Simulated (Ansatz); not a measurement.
Input for Ansatz (development build ahead of 0.2.0):

```yaml
crystal:
  periodic: [false, false, false]
  atoms:
    - { symbol: Mn, position_ang: [0.0, 0.0, 0.0] }
    - { symbol: "N", position_ang: [0.0, 0.0, 1.61] }
basis:
  gaussian: { orbitals: pcseg-2 }
magnetization:
  initial_magnetization: 2
hamiltonian:
  xc: r2scan
```

The input is written out in the form of the current development build from the run's settings.

The run gave:

```json
{
 "Converged": "yes",
 "Total energy": "-1205.60189 hartree",
 "Spin squared of the determinant": "2.000",
 "Stability test": "minimum among restricted orbitals"
}
```

Caution: no unrestricted run beside it, a lower state can exist; another spin multiplicity may lie lower.
